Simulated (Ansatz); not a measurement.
The cluster Li2Al3⁻. Charge -1, multiplicity 5. Geometry PBE-D4/def2-TZVPD; atoms count from 1.

```xyz
5

Li    0.7170   -1.8344   -0.9487
Li   -0.2199    1.9955    0.8626
Al    0.0947    0.7149   -1.4621
Al    0.9316   -0.3788    1.2828
Al   -1.5234   -0.4973    0.2654
```

The highest occupied level of the charge -1 quintet lies above zero (up to 0.10 eV). The electron is either unbound and held by the finite basis, or the level is raised by self-interaction error. At PBE0-D4/def2-TZVPD a triplet of charge -1 lies 0.49 eV below the quintet, each at its own geometry. The structure comes from a short search, and lower isomers may exist.

(1) Estimate the Mulliken populations from the PBE0/def2-TZVPD orbitals of Ansatz.

(2) Where does the spin sit?

(3) And the Mayer bond orders between heavy atoms (over 0.3)?

## Answers

(1) 
| atom | charge (e) | spin (α − β) |
| --- | --- | --- |
| Li1 | 0.31 | 0.06 |
| Li2 | 0.31 | 0.06 |
| Al3 | -0.62 | 1.60 |
| Al4 | -0.62 | 1.60 |
| Al5 | -0.38 | 0.69 |
Mulliken values depend strongly on the basis. With diffuse functions, as here, like atoms can get unlike values, and bond orders can come out too low or too high.

(2) Summed by element: Li 0.11, Al 3.89, of 4 unpaired in all. Largest on single atoms: Al4 1.60, Al3 1.60, Al5 0.69.

(3) Li1–Al3 0.39 (2.67 Å); Li1–Al4 0.39 (2.67 Å); Li2–Al3 0.39 (2.67 Å); Li2–Al4 0.39 (2.67 Å); Al3–Al4 0.46 (3.07 Å); Al3–Al5 0.73 (2.66 Å); Al4–Al5 0.73 (2.66 Å).
